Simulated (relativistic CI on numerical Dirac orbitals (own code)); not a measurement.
**Hyperfine structure of Pd23+, mass number 105**

Calculated at this level of theory: Dirac-Coulomb-Breit CI, KLI orbitals optimised for each configuration, model QED (radiative potential, 1s self-energy scaled to tabulated hydrogen-like ionisation energies), unscaled Slater integrals (own radial code, finite nucleus).

Configurations in the expansion (outside the closed core [Ne]): 3s²3p⁶3d⁵, 3s²3p⁵3d⁶, 3s²3p⁴3d⁷, 3s3p⁶3d⁶, 3p⁶3d⁷, 3s3p⁵3d⁷, 3s²3p⁶3d⁴4s, 3s²3p⁶3d⁴4p, 3s²3p⁶3d⁴4d, 3s²3p⁶3d⁴4f, 3s²3p⁵3d⁵4s, 3s²3p⁶3d³4s², 3s²3p⁶3d⁴5s, 3s²3p⁶3d³4p², 3s3p⁶3d⁵4s, 3p⁶3d⁶4s. Levels of other configurations are missing.

Nuclear spin I = 5/2, μ = -0.642 μN, Q = 0.66 b (tables of Stone and Pyykkö). The electronic factors are computed for point nuclear moments, without core polarisation or the Bohr-Weisskopf and QED corrections.

| Level | E (cm⁻¹) | A (MHz) | B (MHz) |
| --- | --- | --- | --- |
| 3s²3p⁶3d⁵ ⁴G7/2 | 116621.4 | -2056 | 5120 |
| 3s²3p⁶3d⁵ ⁴P3/2 | 117816.7 | -2056 | 5110 |
| 3s²3p⁶3d⁵ ⁴G11/2 | 120754.9 | -2243 | 1.19 |
| 3s²3p⁶3d⁵ ⁴G9/2 | 126631.7 | -2079 | 4020 |
| 3s²3p⁶3d⁵ ⁴P1/2 | 131393.3 | 558.1 |  |
| 3s²3p⁶3d⁵ ⁴D7/2 | 151756.2 | -1598 | 1650 |
| 3s²3p⁶3d⁵ ⁴D1/2 | 170226.0 | -4519 |  |
| 3s²3p⁶3d⁵ ⁴D3/2 | 173554.0 | -2417 | -2540 |

Levels with J = 0, under 50 % of one LS term, or S terms without an open s electron are left out. Small factors come from cancelling terms and can be off by tens of per cent or more.

At this charge energies of transitions that change n are usually good to better than 1 %, and those within a shell (Δn = 0) to a few per cent. Terms inside the open d or f shell come out 10 to 20 % too wide with unscaled integrals.

(1) Give the hyperfine levels of 3s²3p⁶3d⁵ ⁴G7/2 relative to its centre of gravity.

## Answers

(1) With K = F(F + 1) − I(I + 1) − J(J + 1), E = AK/2 + B[¾K(K + 1) − I(I + 1)J(J + 1)]/[2I(2I − 1)J(2J − 1)]: F = 1: 25870, F = 2: 20300, F = 3: 12480, F = 4: 3091, F = 5: -7007, F = 6: -16710 MHz.

LS names give the leading component of a level, which can be under half, so a name can repeat, a term be missing and a line seem to break the LS rules.
